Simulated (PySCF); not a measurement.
C₂H₉ClOSi₂, SMILES CCO[SiH2][SiH2]Cl.

Geometry optimised at PBE-D3(BJ)/def2-SVP. This is a generated structure with no PubChem entry under its InChIKey; it may be hypothetical. One conformer was computed; it need not be the lowest.

Level of theory: PBE-D3(BJ)/def2-SVP run with PySCF 2.14.0.

Frequencies are harmonic and unscaled.

```csv
mode,ν (cm⁻¹),IR (km/mol),moving atoms (share of kinetic energy)
1,27,0.0,"Cl 25 %, C 24 %, Si 24 %, H 18 %, O 9 %"
2,47,0.9,"Si 38 %, Cl 25 %, C 21 %, H 13 %"
3,57,0.3,"H 48 %, C 29 %, Si 22 %"
4,68,3.3,"O 55 %, H 24 %, Si 15 %"
5,125,1.3,"Cl 34 %, Si 31 %, C 13 %, O 12 %, H 10 %"
6,198,2.0,"O 37 %, C 27 %, H 15 %, Si 14 %"
7,260,0.1,H 88 %
8,354,18.2,H 95 %
9,362,0.7,"C 43 %, H 29 %, Si 24 %"
10,452,0.6,"Si 82 %, H 13 %"
11,526,70.0,"Si 52 %, Cl 43 %"
12,568,0.0,"H 75 %, Si 23 %"
13,666,11.7,H 94 %
14,686,18.9,H 91 %
15,735,121.3,"H 32 %, O 29 %, Si 22 %, C 16 %"
16,752,386.2,"H 79 %, O 9 %, Si 9 %"
17,790,0.1,H 92 %
18,846,41.9,"H 82 %, Si 16 %"
19,905,55.9,H 94 %
20,925,66.9,H 94 %
21,947,102.7,"H 40 %, C 27 %, O 23 %, Si 10 %"
22,1082,17.7,"C 56 %, H 39 %"
23,1102,332.8,"O 42 %, C 42 %, H 14 %"
24,1127,4.9,"H 61 %, C 36 %"
25,1257,0.7,H 92 %
26,1327,2.6,"H 80 %, C 19 %"
27,1368,52.3,"H 71 %, C 28 %"
28,1402,7.4,H 97 %
29,1424,1.5,H 95 %
30,1445,5.0,H 92 %
31,2125,83.8,H 98 %
32,2129,91.1,H 96 %
33,2159,67.1,H 98 %
34,2172,106.3,H 96 %
35,2907,52.3,H 95 %
36,2949,35.3,"H 90 %, C 10 %"
37,2979,13.6,H 97 %
38,3076,14.8,"H 91 %, C 9 %"
39,3076,15.6,"H 90 %, C 10 %"
```
